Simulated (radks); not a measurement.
Bi77+, configuration [He] 2s2 2p2. All-electron calculation, scalar-relativistic Kohn-Sham, PBE, spin-polarised, spherical densities, finite nucleus; open shells are filled with parallel spins first (spin-orbit coupling, left out, can overturn this in heavy ions); Fermi nuclear charge, rms radius 5.5211 fm. Program: a radial shooting solver on a logarithmic mesh with Libxc functionals.

Normalised radial functions P(r) = r R(r), r in bohr:

```
   r/bohr * 1s down, o 2s up (the largest magnitude, 7.02, reaches the edge; | marks zero, & curves that meet)
0.0006681                             |  o   *
 0.000803                             |  o    *
0.0009653                             |  o     *
  0.00117                             |   o     *
 0.001406                             |   o       *
 0.001703                             |    o       *
 0.002048                             |     o        *
 0.002461                             |     o         *
 0.002982                             |      o          *
 0.003585                             |      o            *
 0.004343                             |       o             *
 0.005221                             |       o               *
 0.006275                             |        o               *
 0.007604                             |        o                *
  0.00914                             |       o                  *
  0.01107                             |      o                   *
  0.01331                             |    o                    *
    0.016                             |  o                    *
  0.01939                             o                    *
   0.0233                          o  |                 *
  0.02824                      o      |             *
  0.03394                  o          |         *
   0.0408               o             |      *
  0.04943             o               |   *
  0.05942             o               | *
    0.072               o             |*
  0.08654                  o          *
    0.104                     o       *
    0.126                        o    *
   0.1515                           o *
   0.1836                            o*
   0.2207                             &
```

1s down: eigenvalue -99843 eV, 0 radial nodes, <r> = 0.0158 bohr, 90 % of the charge inside 0.0289 bohr. 2s up: eigenvalue -24466 eV, 1 radial node at r = 0.0196 bohr, <r> = 0.0644 bohr, 90 % of the charge inside 0.0998 bohr.
